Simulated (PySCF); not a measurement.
Compound: C7H10OS.
Cartesian coordinates in Å at the PBE0-D3(BJ)/def2-SVP level; atoms count from 1:
```xyz
19
C7H10OS angstrom
C      3.164   -1.573   -0.603
C      2.184   -0.942    0.044
C      0.833   -0.622   -0.533
C      0.625    0.869   -0.566
C     -0.424    1.534   -0.077
S     -1.867    0.820    0.719
O     -3.059    1.481    0.092
C     -1.662   -0.820   -0.057
C     -0.275   -1.362    0.226
H      3.040   -1.908   -1.638
H      4.124   -1.779   -0.124
H      2.340   -0.617    1.081
H      0.831   -0.966   -1.585
H      1.423    1.446   -1.047
H     -0.511    2.624   -0.138
H     -2.458   -1.447    0.371
H     -1.872   -0.660   -1.126
H     -0.078   -1.295    1.312
H     -0.228   -2.433   -0.023
```

NICS is the negative of the GIAO shielding at a point without a nucleus: at the ring centre (0) and 1 Å above and below it (1); zz is the component along the ring normal. Level: GIAO B97-2/pcSseg-1 (PySCF, non-relativistic, gas phase) on the PBE0-D3(BJ)/def2-SVP geometry, one conformer.

Ring bond lengths (Å): C3–C4 1.506, C4–C5 1.335, C5–S6 1.795, S6–C8 1.826, C8–C9 1.516, C9–C3 1.533.

Problem. Give the NICS values of each ring in ppm.

Solution. 
```tsv
ring	type	NICS(0)	NICS(1), two faces	NICS(1)zz, two faces	rms pucker (Å)	centre to ring atoms, mean (Å)
C3–C4–C5–S6–C8–C9	6-membered ring with S; formal bonds 1 double, 5 single	-2.1	-1.8 / -3.5	2.9 / 0.9	0.24	1.53
```

Problem. What do they say, and how far can they be read as aromaticity?

Solution. 
- C3–C4–C5–S6–C8–C9: mean NICS(1)zz 1.9 ppm, near zero. C3, C8, C9 have four or more neighbours, and the NICS criterion for π rings isn't applied.

Problem. How do the values depend on the level or the medium?

Solution. 
```json
{"level": "B97-2/pcSseg-1, gas", "NICS(0), C3–C4–C5–S6–C8–C9": "-2.1", "mean NICS(1)zz, C3–C4–C5–S6–C8–C9": "1.9"}
{"level": "PBE0/pcSseg-1, gas", "NICS(0), C3–C4–C5–S6–C8–C9": "-2.2", "mean NICS(1)zz, C3–C4–C5–S6–C8–C9": "1.9"}
```

The geometry is the same throughout.
